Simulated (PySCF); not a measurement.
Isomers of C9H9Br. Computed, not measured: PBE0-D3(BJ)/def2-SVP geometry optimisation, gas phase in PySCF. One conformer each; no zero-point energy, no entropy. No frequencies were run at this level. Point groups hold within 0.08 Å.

Task: Rank from lowest to highest electronic energy at this level (kJ/mol).
A. `[Br:1][c:2]1[cH:3][cH:4][c:5]([CH:6]2[CH2:7][CH2:8]2)[cH:9][cH:10]1` with C4–C5–C6–C7 -144°
B. `[CH2:1]=[CH:2][CH2:3][c:4]1[cH:5][cH:6][c:7]([Br:8])[cH:9][cH:10]1` with C1–C2–C3–C4 119°, C2–C3–C4–C5 -47°

Result: A (0.0), B (2.7).

As drawn, the lower has a three-membered ring, which the higher lacks; the higher has a C=C bond outside aromatic rings, which the lower lacks. Neighbours under 10 kJ/mol apart (Brc1ccc(C2CC2)cc1 and C=CCc1ccc(Br)cc1) can change places with a better method, another conformer or zero-point energy.

```tsv
SMILES	E (Eh)	E rel (kJ/mol)	dipole (D)	point group	A, B, C (MHz)
Brc1ccc(C2CC2)cc1	-2921.25508	0.0	2.32	Cs	4024, 362.9, 341.8
C=CCc1ccc(Br)cc1	-2921.25404	2.7	1.87	C1	3633, 345.7, 321.1
```
